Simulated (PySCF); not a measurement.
**Spin states of ZnS**

Unrestricted PBE0; Zn 6-31G(d,p), S 6-31G(d,p); no relativity (PySCF 2.14). Outer shells of the fragments: Zn 3d10 4s2; S 3s2 3p4.

Followed along the bond (rough minima from three points):

| 2Ms+1 | unpaired | ⟨S²⟩ at the start | R at minimum (Å) | Te (eV) |
| --- | --- | --- | --- | --- |
| 1 | none | 0.00 | 2.04 | 0.00 |
| 3 | σ ↑, π ↑ | 2.01 | 2.23 | 0.36 |
| 1 | σ ↑, π ↓ | 1.01 | 2.22 | 0.47 |

Solutions found at the starting distance of 2.175 Å, counted from the lowest of them; the search is not exhaustive and high or unbound solutions are not listed, so other states can lie among these:

| 2Ms+1 | unpaired | term | E (eV) | ⟨S²⟩ | ⟨Lz²⟩ | μ (D) |
| --- | --- | --- | --- | --- | --- | --- |
| 1 | none | ¹Σ⁺ | 0.00 | 0.00 | 0.00 | -6.21 |
| 3 | σ ↑, π ↑ | ³Π | 0.22 | 2.01 | 1.01 | -2.00 |
| 1 | σ ↑, π ↓ | mixed | 0.32 | 1.01 | 1.01 | -2.05 |
| 3 | σ ↑↑ | ³Σ⁺ | 2.11 | 2.01 | 0.00 | -3.08 |
| 3 | π ↑↑ | ³Σ⁻ | 3.10 | 2.01 | 0.00 | 3.94 |
| 3 | π ↑↑ | mixed | 3.62 | 2.01 | 2.01 | -2.33 |

A term symbol is given only where ⟨S²⟩ and ⟨Lz²⟩ are close to those of a pure state; real π, δ and φ orbitals otherwise mix terms. A positive dipole means Zn(−)S(+).

Q: Compare the gap between the two lowest followed solutions at the starting distance with the gap between their minima.

A: At PBE0 the second solution (triplet, unpaired electrons σ ↑, π ↑) lies +0.22 eV from the first (singlet, closed shell) at 2.175 Å and +0.36 eV at the minima; the two curves relax by different amounts, since their minima lie near 2.23 and 2.04 Å.

Counting both spins, an empty level lies below a filled one in some of these solutions, because spin and occupation are held.
